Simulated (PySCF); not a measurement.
silene cation (CH4Si), SMILES C=[SiH2] (connectivity only; charge and spin as stated), charge +1, multiplicity 2. Atoms are numbered in the order given.

```xyz
6

C      0.0000     0.0000    -1.2091
Si     0.0000     0.0000     0.5861
H      0.0000     0.9212    -1.7838
H      0.0000    -0.9212    -1.7838
H      0.0000    -1.2751     1.3084
H      0.0000     1.2751     1.3084
```
Charge +1, spin multiplicity 2.

The structure is a stationary point at B3LYP-D3(BJ)/def2-TZVP. The spin state was assumed, not searched.

All values below come from B3LYP-D3(BJ)/def2-TZVP in PySCF.

Frequencies are harmonic and unscaled.

Computed vibrational spectrum:
```tsv
mode	ν (cm⁻¹)	IR (km/mol)	moving atoms (share of kinetic energy)
1	349	0.0	H 100 %
2	511	4.7	H 97 %
3	642	25.2	H 88 %, Si 11 %
4	808	42.9	H 76 %, C 23 %
5	843	2.0	C 54 %, H 24 %, Si 22 %
6	859	50.3	H 74 %, C 19 %
7	951	63.5	H 85 %, Si 12 %
8	1405	15.8	H 88 %, C 12 %
9	2305	0.4	H 98 %
10	2357	1.2	H 95 %
11	3126	34.5	H 95 %
12	3227	32.3	H 89 %, C 11 %
```
